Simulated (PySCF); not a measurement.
**A survey of 17O NMR shifts**

Theoretical values (PySCF 2.14): geometry from GFN2-xTB, PBE0/pcSseg-1 with gauge-including orbitals. No solvent, non-relativistic, one conformer, one averaged value for each set of equivalent atoms.

Shieldings were converted by a linear fit to measured shifts: 17O (scatter 10.7 ppm rms, 12.2 ppm with the 3 outliers that the fit left out vs liquid water, solution or neat liquid). Occasional misses reach two or three times the rms, and more in compound classes unlike the fitted ones.

Problem. Give the 17O shifts of `CC1=COC(=O)[C@@H]1C#N`, `OCCO[SiH2]P([SiH3])[SiH3]`, `COCO[SiH2]P([SiH3])[SiH3]`, `C=C[C@@H](C(=O)NC)C(Cl)Cl`, `CCO[SiH2]O[Si@@H]([SiH3])P`, `CCO[Si@H](O)[SiH2][SiH2]P`, `COC(=O)C([SiH3])([SiH3])CCF`, `O=COc1cccnc1`, `O=C1C=COC(F)(F)O1`.

Solution. 
```
                                                              compound                 environment  δ (ppm)
            [CH3:1][C:2]1=[CH:3][O:4][C:5](=[O:6])[C@@H:7]1[C:8]#[N:9]   O6: ester carbonyl oxygen    379.5
            [CH3:1][C:2]1=[CH:3][O:4][C:5](=[O:6])[C@@H:7]1[C:8]#[N:9]     O4: ester alkoxy oxygen    205.8
              [OH:1][CH2:2][CH2:3][O:4][SiH2:5][P:6]([SiH3:7])[SiH3:8]          O1: alcohol oxygen    -18.4
              [OH:1][CH2:2][CH2:3][O:4][SiH2:5][P:6]([SiH3:7])[SiH3:8]  O4: oxygen bonded to C, Si    -26.8
               [CH3:1][O:2][CH2:3][O:4][SiH2:5][P:6]([SiH3:7])[SiH3:8]            O2: ether oxygen     16.3
               [CH3:1][O:2][CH2:3][O:4][SiH2:5][P:6]([SiH3:7])[SiH3:8]  O4: oxygen bonded to C, Si     16.1
                                             C=C[C@@H](C(=O)NC)C(Cl)Cl  amide-type carbonyl oxygen    306.8
            [CH3:1][CH2:2][O:3][SiH2:4][O:5][Si@@H:6]([SiH3:7])[PH2:8]  O3: oxygen bonded to C, Si      9.0
            [CH3:1][CH2:2][O:3][SiH2:4][O:5][Si@@H:6]([SiH3:7])[PH2:8]   O5: oxygen bonded to 2 Si      2.6
            [CH3:1][CH2:2][O:3][Si@H:4]([OH:5])[SiH2:6][SiH2:7][PH2:8]  O3: oxygen bonded to C, Si     47.7
            [CH3:1][CH2:2][O:3][Si@H:4]([OH:5])[SiH2:6][SiH2:7][PH2:8]  O5: oxygen bonded to Si, H     20.7
[CH3:1][O:2][C:3](=[O:4])[C:5]([SiH3:6])([SiH3:7])[CH2:8][CH2:9][F:10]   O4: ester carbonyl oxygen    363.9
[CH3:1][O:2][C:3](=[O:4])[C:5]([SiH3:6])([SiH3:7])[CH2:8][CH2:9][F:10]     O2: ester alkoxy oxygen    127.8
                 [O:1]=[CH:2][O:3][c:4]1[cH:5][cH:6][cH:7][n:8][cH:9]1   O1: ester carbonyl oxygen    373.2
                 [O:1]=[CH:2][O:3][c:4]1[cH:5][cH:6][cH:7][n:8][cH:9]1     O3: ester alkoxy oxygen    177.8
               [O:1]=[C:2]1[CH:3]=[CH:4][O:5][C:6]([F:7])([F:8])[O:9]1   O1: ester carbonyl oxygen    380.8
               [O:1]=[C:2]1[CH:3]=[CH:4][O:5][C:6]([F:7])([F:8])[O:9]1     O9: ester alkoxy oxygen    189.1
               [O:1]=[C:2]1[CH:3]=[CH:4][O:5][C:6]([F:7])([F:8])[O:9]1            O5: ether oxygen    134.8
```

In solution the two oxygens of a carboxylic acid give one averaged line by proton exchange, and hydrogen bonding shields acid and N–H amide carbonyl oxygens by tens of ppm; neither is in these numbers.
